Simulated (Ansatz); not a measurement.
Geometry optimisation of `CO[Si](CCC(F)(F)C(F)(F)C(F)(F)C(F)(F)F)(OC)OC`.

```yaml
crystal:
  periodic: [false, false, false]
  atoms:
    - {symbol: C, position_ang: [-3.573500, 1.290880, -0.045500]}
    - {symbol: O, position_ang: [-2.811600, 0.109040, -0.090440]}
    - {symbol: Si, position_ang: [-1.835430, -0.516000, 1.040500]}
    - {symbol: C, position_ang: [-0.172980, 0.405910, 1.181410]}
    - {symbol: C, position_ang: [0.571200, 0.441820, -0.150640]}
    - {symbol: C, position_ang: [1.795330, 1.340000, -0.064980]}
    - {symbol: F, position_ang: [1.447120, 2.601080, 0.297210]}
    - {symbol: F, position_ang: [2.668460, 0.923270, 0.882910]}
    - {symbol: C, position_ang: [2.572760, 1.479600, -1.409980]}
    - {symbol: F, position_ang: [1.736490, 1.978660, -2.345340]}
    - {symbol: F, position_ang: [3.575390, 2.370960, -1.278610]}
    - {symbol: C, position_ang: [3.151820, 0.147040, -1.965470]}
    - {symbol: F, position_ang: [2.155100, -0.571670, -2.519920]}
    - {symbol: F, position_ang: [3.678390, -0.612060, -0.990410]}
    - {symbol: C, position_ang: [4.244690, 0.378350, -3.052640]}
    - {symbol: F, position_ang: [5.379200, 0.798870, -2.509200]}
    - {symbol: F, position_ang: [3.852040, 1.274850, -3.949990]}
    - {symbol: F, position_ang: [4.493560, -0.758740, -3.693930]}
    - {symbol: O, position_ang: [-1.379550, -1.990980, 0.554510]}
    - {symbol: C, position_ang: [-2.153100, -3.059800, 0.063470]}
    - {symbol: O, position_ang: [-2.695370, -0.445030, 2.424210]}
    - {symbol: C, position_ang: [-2.371640, -0.907320, 3.711620]}
    - {symbol: H, position_ang: [-4.281160, 1.256720, -0.873440]}
    - {symbol: H, position_ang: [-4.114310, 1.362840, 0.897480]}
    - {symbol: H, position_ang: [-2.925860, 2.162750, -0.155380]}
    - {symbol: H, position_ang: [0.473830, -0.053070, 1.927610]}
    - {symbol: H, position_ang: [-0.360220, 1.427240, 1.513920]}
    - {symbol: H, position_ang: [0.880970, -0.567500, -0.415760]}
    - {symbol: H, position_ang: [-0.074110, 0.828280, -0.939830]}
    - {symbol: H, position_ang: [-1.466740, -3.861260, -0.209630]}
    - {symbol: H, position_ang: [-2.847620, -3.418170, 0.825190]}
    - {symbol: H, position_ang: [-2.720920, -2.745510, -0.811980]}
    - {symbol: H, position_ang: [-3.296300, -0.940060, 4.288840]}
    - {symbol: H, position_ang: [-1.928860, -1.903680, 3.669370]}
    - {symbol: H, position_ang: [-1.667110, -0.227290, 4.194850]}
basis:
  gaussian: {orbitals: def2-SVP}
hamiltonian: {xc: pbe, dispersion: d4}
scf: {lower_state_search: "off"}
output: {orbitals: {seedname: orbitals}}
relax: {f_tol: 0.03, max_steps: 70}
```

```sh
$ ansatz run in.yaml --threads 2 --pin off --events-out ev --progress --plain --max-ram 32768MiB --backend cuda --devices 0, --max-vram 18GiB
```

Shortened log:

```
Functional definition: PBE
mean field -47939.90019229 eV, -1761.7588372351 hartree, gradient 2.6e-6 eV, S^2 0.000000; 0 other end points of the search recorded, 0 dependent functions left out
relax step   1: F+E_penalty+E_count = -47940.94451839 eV  Δ(F+E_penalty+E_count) = +0.000e0 eV  max|allowed force component| = 1.683e0 eV/Å  Δτ_max = 0.0000 Å  (22 SCF iters, accepted)
mean field -47940.15869689 eV, -1761.7683371040 hartree, gradient 4.1e-6 eV, S^2 0.000000; 0 other end points of the search recorded, 0 dependent functions left out
relax step   2: F+E_penalty+E_count = -47941.19708251 eV  Δ(F+E_penalty+E_count) = -2.526e-1 eV  max|allowed force component| = 9.105e-1 eV/Å  Δτ_max = 0.0649 Å  (20 SCF iters, accepted)
mean field -47940.22495249 eV, -1761.7707719526 hartree, gradient 3.6e-6 eV, S^2 0.000000; 0 other end points of the search recorded, 0 dependent functions left out
relax step   3: F+E_penalty+E_count = -47941.26058142 eV  Δ(F+E_penalty+E_count) = -6.350e-2 eV  max|allowed force component| = 1.674e-1 eV/Å  Δτ_max = 0.0508 Å  (20 SCF iters, accepted)
mean field -47940.22776054 eV, -1761.7708751462 hartree, gradient 4.3e-6 eV, S^2 0.000000; 0 other end points of the search recorded, 0 dependent functions left out
relax step   4: F+E_penalty+E_count = -47941.26577735 eV  Δ(F+E_penalty+E_count) = -5.196e-3 eV  max|allowed force component| = 2.775e-1 eV/Å  Δτ_max = 0.1127 Å  (19 SCF iters, accepted)
mean field -47940.23733479 eV, -1761.7712269937 hartree, gradient 3.1e-6 eV, S^2 0.000000; 0 other end points of the search recorded, 0 dependent functions left out
relax step   5: F+E_penalty+E_count = -47941.27645131 eV  Δ(F+E_penalty+E_count) = -1.067e-2 eV  max|allowed force component| = 7.971e-2 eV/Å  Δτ_max = 0.0436 Å  (20 SCF iters, accepted)
mean field -47940.23927275 eV, -1761.7712982123 hartree, gradient 3.0e-6 eV, S^2 0.000000; 0 other end points of the search recorded, 0 dependent functions left out
relax step   6: F+E_penalty+E_count = -47941.27801483 eV  Δ(F+E_penalty+E_count) = -1.564e-3 eV  max|allowed force component| = 3.633e-2 eV/Å  Δτ_max = 0.0215 Å  (21 SCF iters, accepted)
mean field -47940.24084134 eV, -1761.7713558569 hartree, gradient 2.7e-6 eV, S^2 0.000000; 0 other end points of the search recorded, 0 dependent functions left out
relax step   7: F+E_penalty+E_count = -47941.27970557 eV  Δ(F+E_penalty+E_count) = -1.691e-3 eV  max|allowed force component| = 3.171e-2 eV/Å  Δτ_max = 0.0489 Å  (20 SCF iters, accepted)
mean field -47940.24258163 eV, -1761.7714198113 hartree, gradient 3.4e-6 eV, S^2 0.000000; 0 other end points of the search recorded, 0 dependent functions left out
relax step   8: F+E_penalty+E_count = -47941.28109216 eV  Δ(F+E_penalty+E_count) = -1.387e-3 eV  max|allowed force component| = 3.808e-2 eV/Å  Δτ_max = 0.0631 Å  (19 SCF iters, accepted)
mean field -47940.24352414 eV, -1761.7714544478 hartree, gradient 3.3e-6 eV, S^2 0.000000; 0 other end points of the search recorded, 0 dependent functions left out
relax step   9: F+E_penalty+E_count = -47941.28197797 eV  Δ(F+E_penalty+E_count) = -8.858e-4 eV  max|allowed force component| = 4.613e-2 eV/Å  Δτ_max = 0.0622 Å  (19 SCF iters, accepted)
mean field -47940.24463837 eV, -1761.7714953952 hartree, gradient 3.4e-6 eV, S^2 0.000000; 0 other end points of the search recorded, 0 dependent functions left out
relax step  10: F+E_penalty+E_count = -47941.28274044 eV  Δ(F+E_penalty+E_count) = -7.625e-4 eV  max|allowed force component| = 5.126e-2 eV/Å  Δτ_max = 0.0453 Å  (20 SCF iters, accepted)
mean field -47940.24545203 eV, -1761.7715252968 hartree, gradient 3.5e-6 eV, S^2 0.000000; 0 other end points of the search recorded, 0 dependent functions left out
relax step  11: F+E_penalty+E_count = -47941.28349990 eV  Δ(F+E_penalty+E_count) = -7.595e-4 eV  max|allowed force component| = 4.074e-2 eV/Å  Δτ_max = 0.0477 Å  (20 SCF iters, accepted)
mean field -47940.24566719 eV, -1761.7715332035 hartree, gradient 3.4e-6 eV, S^2 0.000000; 0 other end points of the search recorded, 0 dependent functions left out
relax step  12: F+E_penalty+E_count = -47941.28393189 eV  Δ(F+E_penalty+E_count) = -4.320e-4 eV  max|allowed force component| = 4.130e-2 eV/Å  Δτ_max = 0.0487 Å  (20 SCF iters, accepted)
mean field -47940.24599915 eV, -1761.7715454027 hartree, gradient 3.4e-6 eV, S^2 0.000000; 0 other end points of the search recorded, 0 dependent functions left out
relax step  13: F+E_penalty+E_count = -47941.28416808 eV  Δ(F+E_penalty+E_count) = -2.362e-4 eV  max|allowed force component| = 3.922e-2 eV/Å  Δτ_max = 0.0345 Å  (20 SCF iters, accepted)
mean field -47940.24593561 eV, -1761.7715430678 hartree, gradient 3.4e-6 eV, S^2 0.000000; 0 other end points of the search recorded, 0 dependent functions left out
relax step  14: F+E_penalty+E_count = -47941.28430091 eV  Δ(F+E_penalty+E_count) = -1.328e-4 eV  max|allowed force component| = 2.563e-2 eV/Å  Δτ_max = 0.0179 Å  (21 SCF iters, accepted)
Total energy: -47941.28435087 eV, -1761.8097041247 hartree
Atom 0 at    -3.812655     1.129943    -0.025538 Å, force     0.002568    -0.001354    -0.002009 eV/Å
Atom 1 at    -2.854151     0.100534    -0.194307 Å, force    -0.000577     0.008099     0.008889 eV/Å
Atom 2 at    -1.807612    -0.459213     0.975252 Å, force    -0.000117    -0.002965    -0.004012 eV/Å
Atom 3 at    -0.251056     0.569322     1.129260 Å, force    -0.001382    -0.002891     0.000544 eV/Å
Atom 4 at     0.579797     0.549935    -0.159370 Å, force    -0.001690     0.003055     0.004236 eV/Å
Atom 5 at     1.849443     1.371772    -0.032446 Å, force    -0.000447    -0.000919    -0.007350 eV/Å
Atom 6 at     1.545739     2.663021     0.318665 Å, force    -0.000397    -0.006065    -0.001246 eV/Å
Atom 7 at     2.659523     0.872174     0.949909 Å, force    -0.000850     0.001099     0.001194 eV/Å
Atom 8 at     2.704151     1.493183    -1.334457 Å, force     0.002974     0.003072    -0.000757 eV/Å
Atom 9 at     1.981811     2.189815    -2.251624 Å, force     0.002362    -0.002445     0.002747 eV/Å
Atom 10 at     3.830273     2.195410    -1.043681 Å, force    -0.000514    -0.001996    -0.001823 eV/Å
Atom 11 at     3.123405     0.138631    -1.987627 Å, force    -0.006975    -0.008560     0.002317 eV/Å
Atom 12 at     2.044714    -0.384620    -2.628000 Å, force     0.013422     0.004645     0.005755 eV/Å
Atom 13 at     3.524423    -0.734264    -1.029974 Å, force    -0.004204     0.010492    -0.010559 eV/Å
Atom 14 at     4.280065     0.258798    -3.031453 Å, force     0.015610     0.015604    -0.006217 eV/Å
Atom 15 at     5.448017     0.495287    -2.418541 Å, force    -0.025635    -0.006015    -0.013917 eV/Å
Atom 16 at     4.026788     1.251820    -3.900685 Å, force     0.005477    -0.023120     0.018886 eV/Å
Atom 17 at     4.375443    -0.896445    -3.710418 Å, force     0.000065     0.011339     0.004531 eV/Å
Atom 18 at    -1.282922    -1.964478     0.488823 Å, force    -0.000065     0.001502     0.002250 eV/Å
Atom 19 at    -2.139835    -3.008103     0.051240 Å, force    -0.002050    -0.003665    -0.001084 eV/Å
Atom 20 at    -2.698373    -0.488986     2.391866 Å, force    -0.003743     0.002196    -0.004200 eV/Å
Atom 21 at    -2.208767    -0.899867     3.653950 Å, force     0.004670    -0.001556     0.004436 eV/Å
Atom 22 at    -4.534253     1.084629    -0.867225 Å, force     0.000368    -0.000911     0.001245 eV/Å
Atom 23 at    -4.373787     1.021079     0.928258 Å, force     0.002047     0.001183    -0.003299 eV/Å
Atom 24 at    -3.339634     2.139099    -0.036930 Å, force    -0.002833    -0.005550    -0.000651 eV/Å
Atom 25 at     0.358984     0.185805     1.974454 Å, force    -0.000419     0.000094     0.000804 eV/Å
Atom 26 at    -0.532453     1.610491     1.392579 Å, force     0.000824     0.000203    -0.000331 eV/Å
Atom 27 at     0.855711    -0.489934    -0.422144 Å, force    -0.000089     0.001801     0.001223 eV/Å
Atom 28 at    -0.001094     0.953020    -1.013532 Å, force     0.001640    -0.000159     0.000369 eV/Å
Atom 29 at    -1.515603    -3.831371    -0.352107 Å, force    -0.000455     0.002360     0.000476 eV/Å
Atom 30 at    -2.753793    -3.414383     0.886344 Å, force     0.001683     0.000546    -0.001404 eV/Å
Atom 31 at    -2.830710    -2.662088    -0.748336 Å, force    -0.000153     0.000588    -0.000389 eV/Å
Atom 32 at    -3.050762    -0.910550     4.376363 Å, force    -0.000332     0.000054    -0.000454 eV/Å
Atom 33 at    -1.769855    -1.922955     3.621849 Å, force    -0.000255     0.000347    -0.000137 eV/Å
Atom 34 at    -1.431002    -0.206489     4.049612 Å, force    -0.000529    -0.000111    -0.000064 eV/Å
Dipole moment:    -0.493424    -0.205081     0.285153 e Å
Checks for a lower state left out: stability, starts, cluster_reference, orbital_swaps, neighbouring_geometries, increment
```

Hardware: 2 threads of AMD EPYC 7R13 on a shared host and a share (18 GiB) of an NVIDIA H100 80GB HBM3. Wall time 51 s.
